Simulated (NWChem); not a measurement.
System meant: C$_{2}$H$_{8}$Sn; SMILES [CH3][SnH2][CH3]

NWChem input:

```
start job
memory heap 200 mb stack 900 mb global 1100 mb
geometry units angstroms noautoz
  Sn     0.000000     0.000000     0.317334
  C     -1.767550     0.000647    -0.914691
  C      1.767550    -0.000647    -0.914691
  H      0.000344     1.394781     1.324405
  H     -0.000344    -1.394781     1.324405
  H     -1.783574    -0.894080    -1.553263
  H     -2.670359     0.002947    -0.287792
  H     -1.780975     0.893473    -1.555976
  H      2.670359    -0.002947    -0.287792
  H      1.780975    -0.893473    -1.555976
  H      1.783574     0.894080    -1.553263
end
basis spherical
  Sn library def2-svp
  C library def2-svp
  H library def2-svp
end
dft
  xc pbe0
  iterations 150
  mulliken
end
task dft energy
```

End of the output:

```
             Grid Information
             ----------------
          Grid used for XC integration:  medium
          Radial quadrature: Mura-Knowles
          Angular quadrature: Lebedev.
          Tag              B.-S. Rad. Rad. Pts. Rad. Cut. Ang. Pts.
          ---              ---------- --------- --------- ---------
          Sn                  1.45      123           9.0       590
          C                   0.70       49          11.0       434
          H                   0.35       45          13.0       434
          Grid pruning is: on
          Number of quadrature shells:   307
          Spatial weights used:  Erf1

          Convergence Information
          -----------------------
          Convergence aids based upon iterative change in
          total energy or number of iterations.
          Levelshifting, if invoked, occurs when the
          HOMO/LUMO gap drops below (HL_TOL):  1.00D-02
          DIIS, if invoked, will attempt to extrapolate
          using up to (NFOCK): 10 stored Fock matrices.

                    Damping( 0%)  Levelshifting(0.5)       DIIS
                  --------------- ------------------- ---------------
          dE  on:    start            ASAP                start
          dE off:    2 iters        150 iters           150 iters

      Screening Tolerance Information
      -------------------------------
          Density screening/tol_rho:  1.00D-10
          AO Gaussian exp screening on grid/accAOfunc:  14
          CD Gaussian exp screening on grid/accCDfunc:  20
          XC Gaussian exp screening on grid/accXCfunc:  20
          Schwarz screening/accCoul:  1.00D-08

      Superposition of Atomic Density Guess
      -------------------------------------

      charge =      50.0 Sn (Tin)

      symmetry species            s     p     d     f
      number of basis functions =10     7     6
      number of cont. functions = 4     4     2
      number of closed shells   = 5     3     2
      number of open shells     = 0     1     0
      open shell occupation     = 0     2     0
 ------------------------------------------------------------------------
 atomscf:atomd: error in atom scf                   0
 ------------------------------------------------------------------------
 ------------------------------------------------------------------------
  current input line :
    26: task dft energy
 ------------------------------------------------------------------------
 ------------------------------------------------------------------------
 This error has not yet been assigned to a category
 ------------------------------------------------------------------------
 For more information see the NWChem manual at https://nwchemgit.github.io

0:atomscf:atomd: error in atom scf:Received an Error in Communication
```

Q: Can this run be used? If not, why, and what is the fix?

A: The run crashed. Cause: the def2 basis of a heavy element holds valence functions alone and wants its effective core potential (without it all electrons must fit into that basis). This input runs:
```
start job
memory heap 200 mb stack 900 mb global 1100 mb
geometry units angstroms noautoz
  Sn     0.000000     0.000000     0.317334
  C     -1.767550     0.000647    -0.914691
  C      1.767550    -0.000647    -0.914691
  H      0.000344     1.394781     1.324405
  H     -0.000344    -1.394781     1.324405
  H     -1.783574    -0.894080    -1.553263
  H     -2.670359     0.002947    -0.287792
  H     -1.780975     0.893473    -1.555976
  H      2.670359    -0.002947    -0.287792
  H      1.780975    -0.893473    -1.555976
  H      1.783574     0.894080    -1.553263
end
basis spherical
  * library def2-svp
end
ecp
  Sn library def2-ecp
end
dft
  xc pbe0
  iterations 150
  mulliken
end
task dft energy
```
It converges to -295.13897 Ha (PBE0/def2-SVP with def2 effective core potentials on Sn).
